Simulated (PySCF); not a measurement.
Isomers of C10H22. Method: PBE0-D3(BJ)/def2-SVP geometry optimisation, gas phase (PySCF). One conformer each; no zero-point energy, no entropy. No frequencies were run at this level. Point groups hold within 0.08 Å.

Problem. Rank from lowest to highest electronic energy at this level (kcal/mol).
A. `[CH3:1][CH2:2][C@@H:3]([CH3:4])[CH2:5][C@@H:6]([CH3:7])[CH:8]([CH3:9])[CH3:10]` with C1–C2–C3–C4 172°, C2–C3–C5–C6 180°, C3–C5–C6–C7 178°, C5–C6–C8–C9 173°
B. `[CH3:1][CH2:2][CH2:3][CH2:4][CH2:5][CH2:6][CH2:7][CH2:8][CH2:9][CH3:10]` with C1–C2–C3–C4 180°, C2–C3–C4–C5 180°, C3–C4–C5–C6 180°, C4–C5–C6–C7 180°, C5–C6–C7–C8 180°
C. `[CH3:1][CH2:2][CH2:3][C@@H:4]([CH3:5])[C@@H:6]([CH3:7])[CH:8]([CH3:9])[CH3:10]` with C1–C2–C3–C4 176°, C2–C3–C4–C5 63°, C3–C4–C6–C7 -65°, C4–C6–C8–C9 172°

Solution. A (0.0), B (0.6), C (1.7).

Neighbours under 2.5 kcal/mol apart (CC[C@@H](C)C[C@@H](C)C(C)C and CCCCCCCCCC; CCCCCCCCCC and CCC[C@@H](C)[C@@H](C)C(C)C) can change places with a better method, another conformer or zero-point energy.

```
                    SMILES      E (Eh)  E rel (kcal/mol)  dipole (D)  point group       A, B, C (MHz)
CC[C@@H](C)C[C@@H](C)C(C)C  -393.58718               0.0        0.13           C1  1805, 694.8, 661.2
                CCCCCCCCCC  -393.58619               0.6        0.05           C1  5751, 274.0, 268.0
CCC[C@@H](C)[C@@H](C)C(C)C  -393.58452               1.7        0.07           C1  1723, 704.9, 613.1
```

Problem. How do the relative energies change in single points at PBE0/pcSseg-1 (no added dispersion term) on the same geometries?

Solution. 
```json
{"SMILES": "CC[C@@H](C)C[C@@H](C)C(C)C", "PBE0-D3(BJ)/def2-SVP (kcal/mol)": "0.0", "PBE0/pcSseg-1 (kcal/mol)": "1.4", "shift": "+1.4"}
{"SMILES": "CCCCCCCCCC", "PBE0-D3(BJ)/def2-SVP (kcal/mol)": "0.6", "PBE0/pcSseg-1 (kcal/mol)": "0.0", "shift": "-0.6"}
{"SMILES": "CCC[C@@H](C)[C@@H](C)C(C)C", "PBE0-D3(BJ)/def2-SVP (kcal/mol)": "1.7", "PBE0/pcSseg-1 (kcal/mol)": "2.9", "shift": "+1.2"}
```

Each column counts from its own lowest isomer. CCCCCCCCCC becomes the lowest; the largest shift is 1.4 kcal/mol.

Problem. As an exercise, what shares would exp(−E/RT) give at 2000 K from these electronic energies alone (no entropy, no degeneracies)?

Solution. RT = 3.974 kcal/mol: CC[C@@H](C)C[C@@H](C)C(C)C 39.8 %, CCCCCCCCCC 34.1 %, CCC[C@@H](C)[C@@H](C)C(C)C 26.2 %.
